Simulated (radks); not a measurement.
Question: These are the eigenvalues of the occupied orbitals of an atom or ion with whole-number occupations (hartree). All-electron calculation, scalar-relativistic Kohn-Sham, LB94 model potential, spin-unpolarised, spherical densities, finite nucleus; Fermi nuclear charge, rms radius of each element as measured or else 0.836 A^(1/3) + 0.57 fm. Program: a radial shooting solver on a logarithmic mesh with Libxc functionals.

orbital  eigenvalue
1s        -2258.847
2s        -383.9185
2p        -338.7193
3s        -87.36919
3p        -73.72352
3d        -57.05612
4s        -17.72741
4p        -13.27209
4d         -7.39489
5s         -2.84904
5p         -1.82612
4f         -0.97060

Which element is it, and in what charge state? The configuration may be excited.

Answer: Z = 70, ytterbium, charge +2: Yb2+ in [Xe] 4f14. The list shows which subshells hold electrons but not how many an open one holds; the 1s level, -2258.8 hartree, gives Z - s = 67.2 by -(Z - s)^2/2, which with screening and relativity narrows Z to a few neighbours, and the depths of the outer levels then fix element, charge and occupations together.
